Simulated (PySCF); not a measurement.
C3H5BO2, SMILES B(O)(C=C)C=O.

Geometry: B3LYP-D3(BJ)/def2-SVP. The structure was generated by enumeration, and PubChem lists no compound with its InChIKey, so it may never have been made. The values are those of a single conformer.

Two levels are set side by side: TDA-PBE/def2-SVPD (PySCF) and TDA-ωB97X/def2-SVPD (PySCF). Vertical, same geometry. The lowest singlet is HOMO→LUMO 99 % with PBE and HOMO→LUMO 85 % with the other functional; states are paired by order. Differences are taken from unrounded values.

| quantity | TDA-ωB97X | TDA-PBE | TDA-PBE minus TDA-ωB97X |
|---|---|---|---|
| lowest singlet excitation (eV) | 3.09 | 2.48 | -0.61 |
| lowest triplet excitation (TDA) (eV) | 2.44 | 1.92 | -0.52 |
| first bright state (f over 0.05) (eV) | 5.96 | 4.17 | -1.79 |
| its oscillator strength | 0.29 | 0.11 | -0.18 |

Functionals without exact exchange tend to place singlet excitations lower, as here. Differences between two approximate levels are no errors against the true value.

Rough cost on one machine, each run with all the roots and properties that it gave: TDA-ωB97X against TDA-PBE about 5 times.
